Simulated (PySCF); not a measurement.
**F²⁺ (fluorine, charge +2): UHF calculation**

Configuration: [He] 2s2 2p2 3d1, one real determinant (an excited configuration). Calculation: PySCF 2.14, in dyall-av3z; the spin-free X2C one-electron Hamiltonian (Gaussian nucleus).

```
Total energy                                                  : -95.826162 hartree
One-electron energy                                           : -121.5433 hartree
Hartree (Coulomb) energy                                      : 34.4271 hartree
Exchange energy                                               : -8.7101 hartree
⟨S²⟩                                                          : 3.7523
⟨L²⟩                                                          : 7.980
Sum of ⟨r⟩                                                    : 5.993 bohr
Sum of ⟨r²⟩                                                   : 9.033 bohr²
Traceless quadrupole moment −½Σ⟨3z² − r²⟩ along its main axis : -1.02 e·bohr²
Langevin diamagnetic susceptibility                           : -7.15 ×10⁻⁶ cm³/mol
```

| shell | electrons | mean orbital energy (hartree) | rms radius, mean of both spins (bohr) |
| --- | --- | --- | --- |
| 1s α | 1 | -28.86516 | 0.203 |
| 1s β | 1 | -28.73231 | 0.203 |
| 2s α | 1 | -3.50970 | 0.963 |
| 2s β | 1 | -3.05332 | 0.963 |
| 2p α | 2 | -2.76765 | 0.916 |
| 3d α | 1 | -0.41324 | 2.33 |

⟨L²⟩ = 7.98 against 12 for a pure F term, so this real determinant mixes terms. The outer electron is Rydberg-like, and this basis confines it to a smaller radius and binds it less than a complete one would.

Spin-orbit constants ζ (cm⁻¹) from the X2C one-electron operator on these orbitals: bare nucleus, nucleus screened by l(l+1)(2l+1)/3 electrons, and screened by the Breit-Pauli mean field of the electrons.

| shell | bare | screened nucleus | mean field |
| --- | --- | --- | --- |
| 2p | 619.9 | 482.1 | 431.2 |
| 3d | 11.15 | 3.717 | 3.326 |

To first order the Landé constant is A = 48.65 cm⁻¹, so the lowest level has J = 3/2 and lies 0.0362 eV below the centre of the term. This holds in LS coupling only.
